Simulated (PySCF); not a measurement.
## How methods differ on the ionisation energy of N⁺

N⁺ [He] 2s2 2p2 (3P) → N²⁺ [He] 2s2 2p1 (2P), as a difference of total energies. Calculation: PySCF 2.14, in cc-pVTZ-DK (4s3p2d1f, 30 functions); the spin-free X2C one-electron Hamiltonian (Gaussian nucleus). Correlated levels: valence: 1s2 frozen. The calculations carry no spin-orbit coupling.

```json
{"method": "UHF", "ionisation energy (eV)": "29.185", "difference from reference (eV)": "-0.416"}
{"method": "r2SCAN", "ionisation energy (eV)": "30.120", "difference from reference (eV)": "+0.519"}
{"method": "TPSS", "ionisation energy (eV)": "29.826", "difference from reference (eV)": "+0.225"}
{"method": "MP2 (valence)", "ionisation energy (eV)": "29.598", "difference from reference (eV)": "-0.003"}
{"method": "SCS-MP2 (valence)", "ionisation energy (eV)": "29.462", "difference from reference (eV)": "-0.139"}
{"method": "CCSD (valence)", "ionisation energy (eV)": "29.444", "difference from reference (eV)": "-0.157"}
{"method": "CCSD(T) (valence)", "ionisation energy (eV)": "29.460", "difference from reference (eV)": "-0.141"}
```

Reference: 29.601 eV (semi-empirical (NIST evaluation); NIST Atomic Spectra Database, ionization energies).

Errors of the correlated levels include the incompleteness of this basis and the frozen core.
